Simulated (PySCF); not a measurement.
**Ni2+ by CASSCF and spin-orbit coupling**

The free ion Ni2+ in its d8 configuration.

Method (PySCF 2.14, density fitting): CASSCF(8,5) with orbitals averaged over all microstates of the shell, strongly contracted NEVPT2 on the averaged canonical orbitals; basis x2c-TZVPall; spin-free X2C; gas phase; spin-orbit coupling by state interaction with the mean-field operator over all roots.

## Spin-free states

```csv
2S+1,deg.,free-ion term,CASSCF / cm⁻¹,NEVPT2 / cm⁻¹
3,7,3F 1.00,0,0
1,5,1D 1.00,16317,14143
3,3,3P 1.00,19775,17174
1,9,1G 1.00,25545,23553
1,1,1S 1.00,63042,55179
```

Energies are counted from the ground state at NEVPT2 level. Weights follow the labels.

## Magnetism

The lowest spin-orbit level is 9-fold with J = 4; the next lies at 1337.7 cm⁻¹. μeff is 5.61 μB at 300 K and 5.59 μB at 10 K; the free-ion value g_J√(J(J+1)) for the Hund's-rule level J = 4 is 5.59 μB.

| T / K | χT / cm³ K mol⁻¹ | μeff / μB |
| --- | --- | --- |
| 2 | 3.910 | 5.59 |
| 5 | 3.911 | 5.59 |
| 10 | 3.911 | 5.59 |
| 20 | 3.912 | 5.59 |
| 30 | 3.913 | 5.59 |
| 50 | 3.915 | 5.59 |
| 75 | 3.918 | 5.60 |
| 100 | 3.920 | 5.60 |
| 150 | 3.925 | 5.60 |
| 200 | 3.930 | 5.61 |
| 250 | 3.934 | 5.61 |
| 300 | 3.937 | 5.61 |

Powder magnetisation at 2 K: 1.65 μB at 0.5 T, 2.87 μB at 1 T, 4.06 μB at 2 T, 4.51 μB at 3 T, 4.83 μB at 5 T, 4.93 μB at 7 T.

## Ligand-field fit

| cm⁻¹ | CASSCF | NEVPT2 |
| --- | --- | --- |
| B | 1318 | 1146 |
| C | 4863 | 4478 |

Spin-orbit constant ζ = 660 cm⁻¹.

Measured levels beside the computed ones:

```
   level  computed / cm⁻¹  measured / cm⁻¹
3F J = 4                0                0
3F J = 3             1338             1361
3F J = 2             2246             2270
1D J = 2            14922            14032
3P J = 2            18162            16662
3P J = 1            18512            16978
3P J = 0            18772            17231
1G J = 4            24578            23109
1S J = 0            56257            52532
```

Source of the measured levels: Corliss and Sugar, J. Phys. Chem. Ref. Data 10, 197 (1981).

The job took 2.1 s on one thread of AMD EPYC 7B13 (shared host), with 48 basis functions, launched as `OMP_NUM_THREADS=1 python lf_run.py task.json out`.
